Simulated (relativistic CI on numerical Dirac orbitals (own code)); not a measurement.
# Cr XV: sensitivity of the levels to the model

Base calculation: Dirac-Coulomb-Breit CI, KLI orbitals optimised for each configuration, model QED, unscaled Slater integrals.

Configuration list (outside the closed core 1s2): 2s2 2p6, 2s2 2p5 3s, 2s2 2p5 3p, 2s2 2p5 3d, 2s 2p6 3s, 2s 2p6 3p, 2s 2p6 3d, 2s2 2p5 4s, 2s2 2p5 4p, 2s2 2p5 4d, 2s2 2p5 4f, 2s2 2p4 3s2, 2s 2p6 4s, 2s2 2p4 3s 3p, 2s 2p6 4p, 2s 2p6 4d. Levels of other configurations are missing.

Variants: (1) Breit term removed; (2) non-relativistic limit. Shifts of the energy above 2s2 2p6 1S_0, in eV, for the lowest level and the first level of each name with at least 55 % of one term (blank where a level changes its place among those of its configuration and J or its character, or is not in the variant):

```csv
Level,Base,Δ(1),Δ(2)
2s2 2p6 1S_0,0.000,0.000,0.000
2s2 2p5 3s 3P°_2,583.391,+0.383,+3.602
2s2 2p5 3s 3P°_0,592.112,+0.615,-5.119
2s2 2p5 3p 3S_1,609.653,+0.360,+0.564
2s2 2p5 3p 3D_2,613.298,+0.339,+2.044
2s2 2p5 3p 3D_3,614.109,+0.402,+1.233
2s2 2p5 3p 3P_2,616.755,+0.369,
2s2 2p5 3p 3P_0,620.846,+0.446,-2.733
2s2 2p5 3p 3D_1,621.636,+0.588,
2s2 2p5 3p 3P_1,623.972,+0.591,
2s2 2p5 3p 1S_0,638.830,+0.448,-1.919
2s2 2p5 3d 3P°_0,650.257,+0.359,+1.037
2s2 2p5 3d 3P°_1,651.012,+0.417,+0.282
2s2 2p5 3d 3P°_2,652.486,+0.464,-1.192
2s2 2p5 3d 3F°_4,652.788,+0.483,+0.892
2s2 2p5 3d 3F°_3,653.575,+0.459,+0.105
2s2 2p5 3d 3D°_3,655.941,+0.453,
2s2 2p5 3d 3D°_1,659.621,+0.488,-2.449
2s2 2p5 3d 1P°_1,670.637,+0.680,-3.389
2s 2p6 3s 3S_1,703.898,+0.348,-7.194
2s 2p6 3s 1S_0,709.620,+0.331,-7.370
2s 2p6 3p 3P°_0,732.830,+0.262,-7.752
```

At this charge energies of transitions that change n are usually good to better than 1 %, and those within a shell (Δn = 0) to a few per cent.

Ionisation energy from the two ground configurations alone: base 1009.52 eV; Breit term removed 1010 eV. The NIST ASD value (semi-empirical) is 1011.6 eV.

LS names give the leading component of a level, which can be under half, so a name can repeat, a term be missing and a line seem to break the LS rules.
